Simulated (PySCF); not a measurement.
How methods differ on the ionisation energy of N⁺

N⁺ [He] 2s2 2p2 (3P) → N²⁺ [He] 2s2 2p1 (2P), as a difference of total energies. All numbers are calculated (PySCF 2.14, scalar relativity by spin-free X2C-1e, in x2c-QZVPPall (7s4p3d2f1g, 57 functions)). Correlated levels: valence: 1s2 frozen. The calculations carry no spin-orbit coupling.

```tsv
method	ionisation energy (eV)
UHF	29.203
MP2 (valence)	29.660
SCS-MP2 (valence)	29.519
CCSD (valence)	29.500
CCSD(T) (valence)	29.518
```

Question: How much does correlation contribute at CCSD(T) (valence)?

Answer: 29.518 − (29.203) = 0.315 eV, measured against UHF.

Errors of the correlated levels include the incompleteness of this basis and the frozen core.

For comparison: 29.601 eV (semi-empirical (NIST evaluation); NIST Atomic Spectra Database, ionization energies).
